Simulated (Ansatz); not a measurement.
Molecular dynamics of AlFH2O2

Input:

```yaml
crystal:
  periodic: [false, false, false]
  atoms:
    - { symbol: Al, position_ang: [-0.014852, -0.282994, -0.147556] }
    - { symbol: F, position_ang: [0.052856, -0.131292, 1.532719] }
    - { symbol: O, position_ang: [1.393932, -0.370774, -1.065277] }
    - { symbol: H, position_ang: [2.240662, -0.825644, -0.998531] }
    - { symbol: O, position_ang: [-1.536145, -0.319984, -0.881806] }
    - { symbol: H, position_ang: [-2.384884, -0.555255, -0.586787] }
basis:
  gaussian: { orbitals: def2-SVP }
hamiltonian:
  xc: b3lyp
  dispersion: d4
md:
  timestep: 0.5
  n_steps: 166
  ensemble: nvt_nose_hoover
  temperature: 300.0
  initial_velocities: maxwell_boltzmann
  seed: 629080
  nose_hoover: { tau: 20.0, chain_length: 3 }
  temperature_schedule:
    - { n_steps: 41, end_temperature: 300.0 }
    - { n_steps: 125, end_temperature: 75.0 }
```

Launched with:

```bash
$ ansatz run input.yaml --threads 1 --pin off --max-ram 2048MiB --backend cpu --events-out ev --progress --plain --runs-dir out
```

It goes on from the last frame of an earlier run, with new velocities.

Output, in part (step lines, the closing report, with atoms numbered from 0):

```
md step     0: t =     0.00 fs  T =   300.0 K (target 300.0 K)  F+E_penalty+E_count = -13438.36420367 eV  E_kin = 0.155112 eV  conserved = -13438.20909167 eV  (23 SCF iters)
md step     1: t =     0.50 fs  T =   337.1 K (target 300.0 K)  F+E_penalty+E_count = -13438.38412479 eV  E_kin = 0.174281 eV  conserved = -13438.20984068 eV  (27 SCF iters)
md step     2: t =     1.00 fs  T =   337.6 K (target 300.0 K)  F+E_penalty+E_count = -13438.38436059 eV  E_kin = 0.174546 eV  conserved = -13438.20978388 eV  (27 SCF iters)
md step     3: t =     1.50 fs  T =   301.7 K (target 300.0 K)  F+E_penalty+E_count = -13438.36514342 eV  E_kin = 0.155967 eV  conserved = -13438.20909755 eV  (27 SCF iters)
md step     4: t =     2.00 fs  T =   247.9 K (target 300.0 K)  F+E_penalty+E_count = -13438.33655697 eV  E_kin = 0.128190 eV  conserved = -13438.20824625 eV  (28 SCF iters)
md step     5: t =     2.50 fs  T =   200.8 K (target 300.0 K)  F+E_penalty+E_count = -13438.31158095 eV  E_kin = 0.103800 eV  conserved = -13438.20765104 eV  (27 SCF iters)
md step     6: t =     3.00 fs  T =   177.7 K (target 300.0 K)  F+E_penalty+E_count = -13438.29951047 eV  E_kin = 0.091903 eV  conserved = -13438.20750780 eV  (28 SCF iters)
md step     7: t =     3.50 fs  T =   183.6 K (target 300.0 K)  F+E_penalty+E_count = -13438.30271419 eV  E_kin = 0.094913 eV  conserved = -13438.20777894 eV  (28 SCF iters)
[... lines left out ...]
md step   163: t =    81.50 fs  T =   255.7 K (target 81.3 K)  F+E_penalty+E_count = -13438.41966302 eV  E_kin = 0.132210 eV  conserved = -13438.20957674 eV  (28 SCF iters)
md step   164: t =    82.00 fs  T =   231.7 K (target 79.5 K)  F+E_penalty+E_count = -13438.41052849 eV  E_kin = 0.119793 eV  conserved = -13438.20896623 eV  (28 SCF iters)
md step   165: t =    82.50 fs  T =   216.8 K (target 77.7 K)  F+E_penalty+E_count = -13438.40612611 eV  E_kin = 0.112087 eV  conserved = -13438.20854177 eV  (28 SCF iters)
md step   166: t =    83.00 fs  T =   222.2 K (target 75.9 K)  F+E_penalty+E_count = -13438.41279559 eV  E_kin = 0.114909 eV  conserved = -13438.20861656 eV  (24 SCF iters)
Total energy: -13438.41300957 eV, -493.8525692183 hartree
Atom 0 at    -0.038555    -0.291173    -0.141754 Å, force     0.121703     0.112569     0.790863 eV/Å
Atom 1 at     0.094754    -0.149918     1.530350 Å, force    -0.125673    -0.047891    -0.548331 eV/Å
Atom 2 at     1.371708    -0.396652    -1.050998 Å, force     0.861160     0.200591    -0.056153 eV/Å
Atom 3 at     2.297619    -0.200051    -0.810508 Å, force    -0.912533    -0.225516    -0.115945 eV/Å
Atom 4 at    -1.524826    -0.312782    -0.908312 Å, force     1.891952    -0.038239    -0.632348 eV/Å
Atom 5 at    -2.423974    -0.314438    -0.691385 Å, force    -1.836610    -0.001515     0.561914 eV/Å
Dipole moment:    -0.042330     0.045914     0.008609 e Å
```

The steps, from the saved trajectory:

```csv
time (fs),T (K),potential energy less start (eV),conserved less start (meV/atom)
0,300,0.000,0.00
2.5,201,0.053,0.24
5,262,0.020,-0.05
7.5,142,0.086,0.32
10,255,0.029,0.06
12.5,307,0.007,0.12
15,366,-0.016,0.16
17.5,442,-0.051,-0.10
20,236,0.062,0.27
22.5,274,0.045,-0.02
25,174,0.103,0.25
27.5,261,0.066,0.19
30,387,0.012,0.13
32.5,452,-0.001,0.27
35,605,-0.064,-0.08
37.5,396,0.058,0.32
40,404,0.056,-0.01
42.5,303,0.111,0.13
45,234,0.147,0.36
47.5,413,0.050,0.01
50,326,0.089,0.44
52.5,391,0.034,0.07
55,269,0.079,0.14
57.5,125,0.134,0.24
60,195,0.085,-0.13
62.5,93,0.130,0.24
65,231,0.044,-0.07
67.5,259,0.015,-0.07
70,164,0.048,0.16
72.5,216,0.007,-0.14
75,116,0.050,0.12
77.5,164,0.014,0.01
80,237,-0.034,-0.07
82.5,217,-0.042,0.09
```

All steps were run. The conserved energy stayed within 0.48 meV per atom of its start (net change 0.079 meV per atom), so the integration is sound. The schedule's set-point averaged 150 K over the second half and the system 234 K, so it lags behind the ramp. A run of 0.083 ps of so small a system gives no equilibrium averages.

The same pairs are bonded in the first frame and the last. Pairs count as bonded within 1.25 times the sum of covalent radii (0.12 Å more for H–H).

Last frame:

```xyz
6
Properties=species:S:1:pos:R:3
Al -0.039 -0.291 -0.142
F 0.095 -0.150 1.530
O 1.372 -0.397 -1.051
H 2.298 -0.200 -0.810
O -1.525 -0.313 -0.908
H -2.424 -0.314 -0.691
```

The run took 4.9 min on 1 thread of Arm Neoverse V2 (shared host), peak memory 0.12 GiB.
